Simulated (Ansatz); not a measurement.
System: C$_{6}$H$_{7}$ (charge 0, doublet). It need not be the lowest isomer of its formula. SMILES: C12[CH]CC=1CC2
Geometry from a B3LYP-D3(BJ)/def2-TZVP (Ansatz, a program for electronic structure) optimisation:
```xyz
13

C      1.5049    -0.6047    -0.0748
C      1.4477     0.9175     0.2404
C     -0.0647     0.6214     0.4248
C      0.1296    -0.7140     0.1232
C     -1.3159    -0.9619    -0.3045
C     -1.4881     0.6129    -0.1532
H      2.2884    -1.2384    -0.4675
H      1.6814     1.5434    -0.6246
H      1.9930     1.2927     1.1085
H     -1.4524    -1.3447    -1.3158
H     -1.9166    -1.5534     0.3859
H     -1.5836     1.1128    -1.1202
H     -2.2917     0.9606     0.4989
```
Charge 0, spin multiplicity 2.

Computed values are from Ansatz. Cores are frozen in the correlated levels unless marked. Open shells are spin-unrestricted. No spin-orbit coupling. Non-relativistic. CBS marks a two-point X^-3 extrapolation of the correlation energy; Hartree-Fock from the larger set.

The UHF reference is spin-contaminated (<S^2> 0.25 over the pure value in the largest basis). 

### Question
What is the total energy at CCSD(T)/CBS(cc-pVTZ,cc-pVQZ)?

### Answer
-232.3200 Eh.

### Question
What is the T1 diagnostic at CCSD/cc-pVQZ?

### Answer
0.027.

### Question
What is the dipole moment at CCSD(T)/aug-cc-pVDZ?

### Answer
0.99 D.

### Question
What is the atomisation energy De at CCSD(T)/CBS(cc-pVTZ,cc-pVQZ)?

### Answer
1307.4 kcal/mol.
